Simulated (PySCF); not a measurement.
From a computed spectrum to the compound

A species of 25 atoms with charge 3 has these harmonic modes (PBE, small Gaussian bases with core potentials, PySCF 2.14.0):

| cm⁻¹ | km/mol | symmetry |
| --- | --- | --- |
| 32 | 0.0 | b |
| 43 | 0.0 | b |
| 66 | 2.8 | a |
| 80 | 4.3 | e2 |
| 80 | 4.3 | e2 |
| 81 | 1.0 | a |
| 94 | 0.0 | a |
| 106 | 0.0 | e2 |
| 106 | 0.0 | e2 |
| 113 | 2.6 | e2 |
| 113 | 2.6 | e2 |
| 118 | 0.0 | b |
| 118 | 0.0 | b |
| 195 | 0.0 | b |
| 199 | 0.0 | b |
| 245 | 5.5 | e2 |
| 245 | 5.5 | e2 |
| 247 | 0.0 | b |
| 248 | 0.0 | b |
| 255 | 0.1 | e2 |
| 255 | 0.1 | e2 |
| 280 | 0.0 | a |
| 291 | 1.6 | e2 |
| 291 | 1.6 | e2 |
| 301 | 0.0 | e2 |
| 301 | 0.0 | e2 |
| 304 | 0.0 | a |
| 344 | 0.0 | a |
| 399 | 0.0 | a |
| 420 | 50.1 | a |
| 424 | 0.1 | e2 |
| 424 | 0.1 | e2 |
| 435 | 7.3 | a |
| 440 | 0.0 | b |
| 441 | 0.0 | b |
| 484 | 40.6 | e2 |
| 484 | 40.6 | e2 |
| 521 | 988.6 | a |
| 532 | 874.6 | e2 |
| 532 | 874.6 | e2 |
| 542 | 4.3 | e2 |
| 542 | 4.3 | e2 |
| 550 | 0.2 | a |
| 564 | 0.0 | b |
| 565 | 0.0 | b |
| 1602 | 0.0 | b |
| 1603 | 0.0 | b |
| 1604 | 216.0 | a |
| 1604 | 13.1 | e2 |
| 1604 | 13.1 | e2 |
| 1605 | 240.6 | e2 |
| 1605 | 240.6 | e2 |
| 1611 | 0.0 | a |
| 3628 | 0.0 | b |
| 3628 | 11.5 | e2 |
| 3628 | 11.5 | e2 |
| 3629 | 0.0 | b |
| 3630 | 466.3 | a |
| 3631 | 511.2 | e2 |
| 3631 | 511.2 | e2 |
| 3641 | 0.2 | a |
| 3696 | 37.6 | e2 |
| 3696 | 37.6 | e2 |
| 3697 | 414.6 | a |
| 3697 | 0.0 | b |
| 3698 | 92.4 | a |
| 3698 | 495.2 | e2 |
| 3698 | 495.2 | e2 |
| 3698 | 0.0 | b |

Problem. Which species is it, and in which structure?

Solution. [Ce(H2O)8]3+ (singlet in the valence; each metal's 4f electrons, 1 of them, lie in its core potential, out of spins and levels):
```xyz
25

Ce    0.0000    0.0000    0.0003
O     2.1370    0.0002    1.4004
H     2.3300    0.5782    2.1709
H     2.9524   -0.5356    1.2874
O    -0.0002    2.1370    1.4004
H    -0.5782    2.3300    2.1709
H     0.5356    2.9524    1.2874
O    -2.1370   -0.0002    1.4004
H    -2.3300   -0.5782    2.1709
H    -2.9524    0.5356    1.2874
O     0.0002   -2.1370    1.4004
H     0.5782   -2.3300    2.1709
H    -0.5356   -2.9524    1.2874
O     1.5091    1.5115   -1.4010
H     2.4643    1.7102   -1.2877
H     1.2363    2.0566   -2.1713
O    -1.5115    1.5091   -1.4010
H    -1.7102    2.4643   -1.2877
H    -2.0566    1.2363   -2.1713
O    -1.5091   -1.5115   -1.4010
H    -2.4643   -1.7102   -1.2877
H    -1.2363   -2.0566   -2.1713
O     1.5115   -1.5091   -1.4010
H     1.7102   -2.4643   -1.2877
H     2.0566   -1.2363   -2.1713
```
Ideal gas at 298.15 K and 1 bar: S = 664.4 J/(mol K), Cp = 340.7 J/(mol K), H − H(0 K) = 64.8 kJ/mol (rigid rotor, harmonic modes, spin degeneracy alone, that of the 4f electrons in the core included; the modes under 60 cm⁻¹ make these uncertain). An lcecp potential fixes the number of 4f electrons, so in runs with it no electron can move into or out of that shell.
 The answer isn't unique; the calculation gave this one.
